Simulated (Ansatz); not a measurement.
`FC[Si]1(F)CC1`, relaxed with RKS PBE0-D4/def2-TZVP in Ansatz from a PBE-D4/def2-SVP geometry. The force threshold is 0.005 eV/Å; the program also tests the step.

Charge 0, multiplicity 1.

Start:

```xyz
12

F    -1.517    1.528   -0.759
C    -1.191    0.351   -1.432
Si    0.123   -0.544   -0.395
F     0.591   -1.919   -1.166
C     0.155   -0.439    1.444
C     1.296    0.369    0.693
H    -2.106   -0.270   -1.562
H    -0.809    0.595   -2.450
H    -0.602    0.168    1.971
H     0.497   -1.299    2.047
H     1.240    1.469    0.764
H     2.323   -0.008    0.844
```

Question: How much energy does the relaxation release, and in how many steps? (An estimate is asked.)

Answer: Ansatz gave: 8.94 kJ/mol, in 8 steps, 1 of them rejected.

Question: Which bonds change most? (An estimate is asked.)

Answer: The calculation gave: Si3–F4 from 1.644 to 1.598 Å; Si3–C5 from 1.842 to 1.814 Å; Si3–C6 from 1.842 to 1.814 Å; C2–H7 from 1.114 to 1.095 Å.

Question: Give the relaxed structure. (Best estimate.)

Answer: Computed: 
```xyz
12

F    -1.567    1.508   -0.782
C    -1.179    0.341   -1.427
Si    0.120   -0.528   -0.377
F     0.551   -1.865   -1.138
C     0.153   -0.438    1.435
C     1.296    0.361    0.681
H    -2.063   -0.287   -1.573
H    -0.787    0.603   -2.415
H    -0.569    0.171    1.970
H     0.498   -1.283    2.022
H     1.249    1.442    0.769
H     2.299   -0.025    0.835
```
